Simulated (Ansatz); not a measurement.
Br₃Ga, singlet, at a GFN2-xTB geometry (such geometries of metal compounds can be far from the true shape); B3LYP/STO-3G in Ansatz (a first-principles code).

Here is a job for Ansatz.
Ansatz 0.2 input:
```yaml
crystal:
  periodic: [false, false, false]
  atoms:
    - {symbol: Ga, position_ang: [0.00000000, -0.00000000, 0.00000000]}
    - {symbol: Br, position_ang: [2.17032508, -0.33225835, -0.66424648]}
    - {symbol: Br, position_ang: [-0.77422939, -0.98270758, 1.92270243]}
    - {symbol: Br, position_ang: [-1.39609569, 1.31496593, -1.25845594]}
basis:
  gaussian:
    orbitals: STO-3G
hamiltonian:
  xc: b3lyp
```

Output, abridged:

```
Functional definition: B3LYP
717 factors; integrals over basis functions are off by at most 1.4e-5 eV
mean field evaluation 1: about -259005.0660 eV, gradient 2.4e2 eV
mean field evaluation 2: about -259480.3089 eV, gradient 8.0e1 eV
mean field evaluation 4: about -259016.4848 eV, gradient 2.5e2 eV
mean field evaluation 8: about -259492.2394 eV, gradient 8.2e1 eV
mean field evaluation 16: about -259606.2013 eV, gradient 4.3e-5 eV
mean field evaluation 32: about -259597.5938 eV, gradient 4.6e0 eV
mean field -259606.20130948 eV, -9540.3519307201 hartree, gradient 4.4e-5 eV, S^2 0.000000; 3 other end points of the search recorded, 0 dependent functions left out
reference -259606.20147172 eV, -9540.3519366821 hartree; 68, 68 occupied and 4, 4 virtual orbitals, 717 factors
Total energy: -259606.20147172 eV, -9540.3519366821 hartree
```
